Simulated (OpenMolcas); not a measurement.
## Si: effect of the active space

```json
{
 "Program": "OpenMolcas 26.06",
 "Method": "SS-CASPT2, IPEA 0.25 Eh, imaginary shift 0.1 Eh",
 "Basis": "ANO-L-VTZP",
 "Scalar Hamiltonian": "non-relativistic, point nucleus",
 "Spin-orbit coupling": "RASSI with atomic mean-field integrals over the reference wave functions, term energies averaged over their components"
}
```

A. 2 electrons in 3 orbitals (3p); 2S+1 = 3 even, 3 roots; 2S+1 = 1 even, 6 roots; closed shells correlated: 2s 2p 3s; CASPT2 step about 1.3 core-seconds
B. 4 electrons in 4 orbitals (3s 3p); 2S+1 = 3 even, 3 roots; 2S+1 = 1 even, 6 roots; 2S+1 = 5 odd, 1 root; 2S+1 = 3 odd, 8 roots; closed shells correlated: 2s 2p; CASPT2 step of the order of 3 core-seconds

Energies in cm-1 above 3s2 3p2 3P0, the measured ground level; measured values from NIST Handbook of Basic Atomic Spectroscopic Data.

| Level | A | B | Measured |
| --- | --- | --- | --- |
| 3s2 3p2 3P0 | 0.0 | 0.0 | 0.0 |
| 3s2 3p2 3P1 | 66.5 | 66.2 | 77.1 |
| 3s2 3p2 3P2 | 194 | 192 | 223 |
| 3s2 3p2 1D2 | 6500 | 6030 | 6299 |
| 3s2 3p2 1S0 | 15760 | 14040 | 15394 |

Deviations, from unrounded energies. A percentage is the sum of absolute deviations over the sum of measured energies, with the sign that they share, or ± where signs differ.

```
                        Against measurement  Levels      A      B
             mean absolute deviation (cm-1)       4    150    420
      fine structure of the ground term (%)       2  -13.1  -13.9
other terms of the ground configuration (%)       2   +2.6   -7.5
```

A lies closest to measurement on these levels. The largest miss of A in the table is 3s2 3p2 1S0, by +360 cm-1. The ranking rests on the paired levels alone, and a cruder setting can come out closer through cancelling errors.

Between A and B the level of the table that moves most is 3s2 3p2 1S0, by 1700 cm-1 (lowest in B, highest in A). Moves below CASPT2's spread within the term are not significant.

Term energies are means over components that CASPT2 splits; among the terms shown or strongly mixed into the levels shown the widest spread is 260 cm-1 (3s2 3p2 1D, A). Over all roots computed the reference weight is 0.88 to 0.98 in B; the roots of lowest weight are the least certain, and an intruder state may touch them. With the s shell closed, the reference lacks s² → p² mixing (holds for A). Computed and measured levels are paired by configuration, term and J; levels that our copy of the source lacks, or whose pairing is in doubt (as where it misses far off the trend of its configuration), stay unpaired and out of the deviations. Only configurations of the active space appear. Levels that lie high or do not pair safely by name in every column are left out.
